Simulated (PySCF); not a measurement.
Electronic structure of Ti⁺ (titanium, charge +1) at the UHF level

Configuration: [Ar] 3d2 4p1, one real determinant (an excited configuration). All numbers are calculated (PySCF 2.14, the non-relativistic Hamiltonian (point nucleus), in aug-cc-pVTZ with one added diffuse shell each of s, p, d, f, g type (9s8p6d4f3g, 118 functions)).

```
Total energy                                                  : -848.080409 hartree
One-electron energy                                           : -1156.0699 hartree
Hartree (Coulomb) energy                                      : 348.9494 hartree
Exchange energy                                               : -40.9599 hartree
Kinetic energy                                                : 848.12023 hartree
⟨S²⟩                                                          : 3.7526
⟨L²⟩                                                          : 14.026
Sum of ⟨r⟩                                                    : 17.99 bohr
Sum of ⟨r²⟩                                                   : 35.33 bohr²
Traceless quadrupole moment −½Σ⟨3z² − r²⟩ along its main axis : -7.40 e·bohr²
Density at the nucleus (Gaussians lack the cusp)              : 7080 bohr⁻³
Spin density at the nucleus                                   : -0.175 bohr⁻³
Langevin diamagnetic susceptibility                           : -28.0 ×10⁻⁶ cm³/mol
```

```
shell  electrons  mean orbital energy (hartree)  spread (hartree)  rms radius, mean of both spins (bohr)
 1s α          1                     -183.58453                 0                                 0.0812
 1s β          1                     -183.58321                 0                                 0.0812
 2s α          1                      -21.74726                 0                                  0.353
 2s β          1                      -21.71207                 0                                  0.353
 2p α          3                      -18.11928           0.00228                                  0.321
 2p β          3                      -18.08273           0.00159                                  0.321
 3s α          1                       -3.24381                 0                                   1.09
 3s β          1                       -3.10984                 0                                   1.09
 3p α          3                       -2.18937           0.00141                                   1.18
 3p β          3                       -2.02281           0.00778                                   1.18
 3d α          2                       -0.76159           0.00421                                   1.60
 4p α          1                       -0.34445                 0                                   4.32
```

⟨L²⟩ = 14.03 against 20 for a pure G term, so this real determinant mixes terms.

Spin-orbit constants ζ (cm⁻¹) from the X2C one-electron operator on these orbitals (non-relativistic here): bare nucleus, nucleus screened by l(l+1)(2l+1)/3 electrons, and screened by the Breit-Pauli mean field of the electrons.

```json
{"shell": "2p", "bare": "32360", "screened nucleus": "29420", "mean field": "n/a"}
{"shell": "3p", "bare": "3485", "screened nucleus": "3169", "mean field": "n/a"}
{"shell": "3d", "bare": "267.3", "screened nucleus": "145.8", "mean field": "n/a"}
{"shell": "4p", "bare": "189.6", "screened nucleus": "172.4", "mean field": "n/a"}
```

To first order the Landé constant is A = 50.82 cm⁻¹, so the lowest level has J = 5/2 and lies 0.0473 eV below the centre of the term. This holds in LS coupling only.
